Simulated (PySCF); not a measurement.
Frontier levels across methods

Species: C4H12O2Si.
Structure used (PBE0-D3(BJ)/def2-SVP), in Å, numbered top down from 1:
```xyz
19
C4H12O2Si angstrom
C     -1.7208   -1.2696    1.1434
O     -0.4729   -0.6500    1.0926
Si     0.0494    0.4162   -0.0831
C     -0.8070    2.0613    0.0519
C     -0.1677   -0.3682   -1.7676
O      1.6504    0.6873    0.2527
C      2.6031   -0.3204    0.4390
H     -1.7569   -1.9368    2.0191
H     -1.9244   -1.8849    0.2464
H     -2.5483   -0.5420    1.2465
H     -1.8903    1.9690   -0.1230
H     -0.4042    2.7700   -0.6882
H     -0.6532    2.4894    1.0539
H      0.3208   -1.3543   -1.8122
H      0.2760    0.2669   -2.5503
H     -1.2314   -0.5101   -2.0171
H      3.5393    0.1361    0.7964
H      2.2730   -1.0630    1.1861
H      2.8288   -0.8572   -0.5017
```

Basis pcSseg-1 throughout (PySCF), one geometry. One conformer (not necessarily the lowest) at the PBE0-D3(BJ)/def2-SVP geometry, without solvent, vibrations or thermal averaging.

How do the orbital energies, the gap and the dipole change with the method?

| method | kind | HOMO (eV) | LUMO (eV) | gap (eV) | μ (D) | SCF cycles |
| --- | --- | --- | --- | --- | --- | --- |
| OPBE | GGA | -6.12 | 0.61 | 6.73 | 1.59 | 14 |
| B97-D | GGA | -6.18 | 0.45 | 6.63 | 1.61 | 14 |
| LDA | LDA | -6.25 | 0.11 | 6.36 | 1.69 | 14 |
| BP86 | GGA | -6.25 | 0.38 | 6.64 | 1.61 | 14 |
| KT2 | GGA | -6.27 | 0.16 | 6.43 | 1.57 | 15 |
| B97-2 | global hybrid | -7.38 | 1.14 | 8.52 | 1.71 | 13 |
| PBE0 | global hybrid | -7.64 | 1.11 | 8.74 | 1.72 | 12 |
| LC-wPBE | range-separated hybrid | -10.37 | 3.28 | 13.65 | 1.81 | 12 |
| HF | Hartree–Fock | -11.22 | 3.85 | 15.07 | 1.91 | 10 |

The HOMO spans 5.09 eV, from OPBE down to HF, and the gap runs from 6.36 eV (LDA) to 15.07 eV (HF). Over the methods OPBE (0 %), B97-D (0 %), LDA (0 %), BP86 (0 %), KT2 (0 %), B97-2 (21 %), PBE0 (25 %), HF (100 %), a straight line through the gap against the share of exact exchange rises by 0.85 eV for each 10 % (correlation coefficient 0.999). The dipole ranges from 1.57 D (KT2) to 1.91 D (HF). This basis has no diffuse functions.

The vertical ΔSCF ionisation energy at wB97X-D/def2-SVPD is 9.69 eV; −ε(HOMO) comes closest to it with LC-wPBE (10.37 eV).
